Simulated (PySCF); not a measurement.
Theory: CAM-B3LYP/def2-SVPD in PySCF (dipole) on a GFN2-xTB geometry, gas phase. Rigid rotors, one computed conformer each.

Species:
1. `[CH:1]#[C:2][CH2:3][PH:4][CH:5]([CH3:6])[CH3:7]` with C2–C3–P4–C5 84°, C3–P4–C5–C6 159°
2. `[SiH3:1][N:2]1[CH2:3][CH2:4][CH2:5][CH2:6]1` with Si1–N2–C3–C4 164°, N2–C3–C4–C5 40°, C3–C4–C5–C6 -33°, C4–C5–C6–N2 14°
3. `[CH3:1][CH2:2][C:3]1=[CH:4][P:5]1[CH2:6][CH3:7]` with C1–C2–C3–C4 0°, C4–P5–C6–C7 -55°

Rotational constants (MHz) and dipole components (D):

```csv
set,A,B,C,μa,μb,μc
P,3674,1345,1077,0.58,0.11,1.25
Q,6449,1910,1583,1.13,0.02,0.16
R,4267,1140,1079,1.14,1.36,0.41
```

Problem. Which set belongs to which species?

Solution. P = 1, Q = 2, R = 3.

- 1 (set P): mass 114.1 u, 7 heavy atoms, longest extent 7.2 Å, C1, asymmetric top, Ia, Ib, Ic = 137.6, 375.9, 469.4 u·Å².
- 2 (set Q): mass 101.1 u, 6 heavy atoms, longest extent 5.8 Å, C1, asymmetric top, Ia, Ib, Ic = 78.4, 264.5, 319.3 u·Å².
- 3 (set R): mass 114.1 u, 7 heavy atoms, longest extent 7.4 Å, C1, near-prolate asymmetric top, Ia, Ib, Ic = 118.4, 443.2, 468.4 u·Å².

Each constant is 505379 MHz·u·Å² over a principal moment. Point groups hold within 0.08 Å; constants that symmetry makes equal can differ a little in the computed geometry, and forbidden dipole components can keep a residue. No structure here is proved a minimum.
